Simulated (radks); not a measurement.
Question: All-electron atom: Pd II in [Kr] 4d9. Method: Dirac Kohn-Sham, exchange-only PBE, spin-unpolarised, spherical densities, finite nucleus; open shells fill j = l - 1/2 first; Fermi nuclear charge, rms radius 4.5318 fm; computed with a radial shooting solver on a logarithmic mesh with Libxc functionals. Some entries of the table are withheld. Estimate them.

orbital  occ.  eigenvalue (hartree)  <1/r> (bohr^-1)
1s1/2       2             -887.9839              (1)
2s1/2       2             -129.9410            11.09
2p1/2       2             -120.5621            11.07
2p3/2       4             -114.7032            10.43
3s1/2       2             -23.73151            3.862
3p1/2       2                   (2)            3.767
3p3/2       4                   (3)            3.611
3d3/2       4             -12.45378              (4)
3d5/2       6             -12.25018              (5)
4s1/2       2              -3.51280            1.464
4p1/2       2              -2.36899            1.341
4p3/2       4              -2.20474            1.291
4d3/2       4              -0.51112              (6)
4d5/2       5              -0.49363              (7)
5s1/2       0              -0.38863           0.4295
5p1/2       0              -0.22728           0.3275
5p3/2       0              -0.21923           0.3174

Answer: 
(1) 1s1/2 <1/r> (bohr^-1): 48.24
(2) 3p1/2 eigenvalue (hartree): -20.03002
(3) 3p3/2 eigenvalue (hartree): -19.00903
(4) 3d3/2 <1/r> (bohr^-1): 3.444
(5) 3d5/2 <1/r> (bohr^-1): 3.403
(6) 4d3/2 <1/r> (bohr^-1): 0.9333
(7) 4d5/2 <1/r> (bohr^-1): 0.9185
